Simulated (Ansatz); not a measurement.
# NiS (charge +1): shapes and states compared

Calculated in Ansatz's Gaussian-basis code. Basis cc-pwCVTZ-DK on Ni, cc-pVTZ-DK on S, scalar X2C without spin–orbit coupling, 10 orbitals frozen in the corrections; active space CAS(13,9). Restricted Hartree–Fock, then the lowest state-specific CASSCF solution met for each case. Coupled cluster stands on the determinant that it favours, not always the lowest RHF. On stretched bonds single-reference methods can fail or change state. Unlike active orbitals can shift such differences by tenths of an eV, at times by over 1 eV.

Case A, doublet: bond length 1.9630 Å.

Case B, quartet: the shape of A.

Energy less that of case A, in eV:

```
case  RHF/ROHF  CASSCF  CCSD(T)
   B    -2.624  -0.058   +0.663
```

Question: Give the SC-NEVPT2 energies against case A.

Answer: B: -0.117 eV (-2.7 kcal/mol).

Question: Which case is lowest, and do the methods agree?

Answer: B is lowest in SC-NEVPT2. CCSD(T) puts A lowest.
